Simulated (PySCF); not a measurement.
# From computed data to an observable: oscillator strength and radiative lifetime

Te(NH2)(SiH3) (H5NSiTe), SMILES N[Te][SiH3].

Coordinates come from a PBE0-D3(BJ)/def2-SVP optimisation. The def2 effective core potentials stand for the cores of Te; spin–orbit coupling is left out. One conformer was computed; it need not be the lowest.

TDDFT-CAM-B3LYP/def2-SVPD run with PySCF 2.14.0 puts the first singlet state with f over 0.02 at 5.66 eV (vertical), with the transition dipole (0.000, 0.000, 0.584) in atomic units.

Problem. Find the oscillator strength, the wavelength and the radiative lifetime that this transition would have in vacuum if emission retraced absorption.

Solution. 
|μ|² = 0.3411 au, so |μ| = 1.48 D. ΔE = 5.66/27.211 = 0.2080 hartree. f = (2/3) ΔE |μ|² = 0.047 (the program prints 0.047).
λ = 1239.84/5.66 = 219 nm; ν = 45651 cm⁻¹.
Einstein's coefficient A = 0.6670 ν² f s⁻¹ (ν in cm⁻¹) = 6.6e7 s⁻¹, so τ = 1/A = 15 ns. This state is S4; the lower singlets have f = 0.001, 0.006, 0.012. The figure is the radiative limit of this one transition; relaxation, internal conversion, crossing to triplets and a medium change what is measured.
